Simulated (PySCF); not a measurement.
[La(CH3)2]+: from a saddle point downhill

PySCF 2.14.0, RKS PBE0, La def2-SVP with ECP46, C def2-SVP, H def2-SVP; non-relativistic Hamiltonian with scalar-relativistic core potentials where named; density fitting; no spin-orbit coupling. Relaxed within the symmetry of its start, the geometry (C2v) is

```xyz
9

La    0.0000    0.0000   -0.2866
C     1.8134    0.0000    1.2684
H     2.8111    0.0000    0.7896
H     1.7568    0.8868    1.9296
H     1.7568   -0.8868    1.9296
C    -1.8134    0.0000    1.2684
H    -2.8111    0.0000    0.7896
H    -1.7568   -0.8868    1.9296
H    -1.7568    0.8868    1.9296
```

and its lowest harmonic modes are -53, 1, 96, 295, 310, 374 cm⁻¹ (negative: unstable). It was moved along the lowest mode and relaxed again, within the group C2 that the move left.

Q: Where does it end, and how much lower?

A: In C2, 0.012 eV lower, after 25 steps:
```xyz
9

La    0.0000    0.0000   -0.1996
C     1.8658   -0.1288    1.2835
H     2.6808    0.5481    0.9580
H     1.5980    0.1419    2.3222
H     2.2876   -1.1535    1.3101
C    -1.8658    0.1288    1.2835
H    -2.6808   -0.5481    0.9580
H    -1.5980   -0.1419    2.3222
H    -2.2876    1.1535    1.3101
```

Q: How do the contacts change?

A: 
```
     contact  saddle (Å)  end (Å)
La1–C2 (CH3)       2.389    2.387
La1–C6 (CH3)       2.389    2.387
```


Q: Is the end a minimum?

A: Yes; lowest modes 57, 60, 113, 288, 304, 358 cm⁻¹.

State: singlet.
